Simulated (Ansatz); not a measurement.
Gas-phase electronic energies from Ansatz, PBE0-D4/def2-TZVP geometries. CCSD(T)/CBS adds triple-zeta CCSD(T) − MP2 to the extrapolated MP2 energy (def2 sets, frozen cores). DFT in def2-TZVPP. def2 core potentials past Kr. For Sn outer-core shells are correlated without core-valence functions, which leaves a few kJ/mol of doubt a bond. One conformer a species, not always the lowest.

Consider the redistribution: `CBS` + `C[NH][SnH3]` → `CB(C)S` + `[NH2][SnH3]`.

`CBS`:

Z-matrix (Å, degrees):
```
C
B 1 1.558
H 1 1.096 2 109.5
H 1 1.096 2 109.6 3 115.0
H 1 1.092 2 115.2 3 -122.5
S 2 1.782 1 119.7 3 122.5
H 2 1.195 1 121.8 3 -57.5
H 6 1.343 2 98.9 1 -180.0
```

`C[NH][SnH3]`:

```xyz
10

C     0.599    1.095   -0.788
N    -0.193    0.706    0.364
Sn   -0.430   -1.271    0.746
H     0.773    2.176   -0.782
H     1.583    0.619   -0.735
H     0.163    0.834   -1.765
H    -1.070    1.210    0.387
H    -1.486   -1.383    2.079
H     1.130   -1.865    1.099
H    -1.069   -2.121   -0.604
```

`CB(C)S`:

Z-matrix (Å, degrees):
```
C
B 1 1.567
H 1 1.094 2 111.4
H 1 1.098 2 108.1 3 -115.7
H 1 1.091 2 115.1 3 124.3
C 2 1.568 1 121.3 3 40.5
S 2 1.796 1 122.3 3 -140.4
H 6 1.095 2 110.6 1 47.8
H 6 1.091 2 115.2 1 171.3
H 6 1.097 2 108.8 1 -67.8
H 7 1.344 2 99.1 1 2.1
```

`[NH2][SnH3]`:

Z-matrix (Å, degrees):
```
Sn
N 1 2.032
H 1 1.717 2 113.4
H 1 1.704 2 105.9 3 -120.4
H 1 1.704 2 105.9 3 120.4
H 2 1.012 1 112.9 3 -61.0
H 2 1.012 1 112.9 3 60.8
```

```tsv
species	PBE energy (Eh)
`CBS`	-463.94285
`C[NH][SnH3]`	-311.23424
`CB(C)S`	-503.23138
`[NH2][SnH3]`	-271.97925
```

Question: Work out ΔE.

Answer: ΔE = (-503.23138) + (-271.97925) − (-463.94285) − (-311.23424) = -0.03354 Eh = -88.1 kJ/mol. CCSD(T)/CBS gives -89.1 kJ/mol.

Largest T1 diagnostic among the species: 0.013.

Leaving LDA and LC-ωPBE aside and taking each functional with its dispersion term where it has one, the values, not all of them listed here, spread over 11.3 kJ/mol, from B97M-V to BLYP-D4. At CCSD(T), def2-SVP lies +12.2 kJ/mol from the extrapolated value and def2-TZVPP +0.8 kJ/mol.
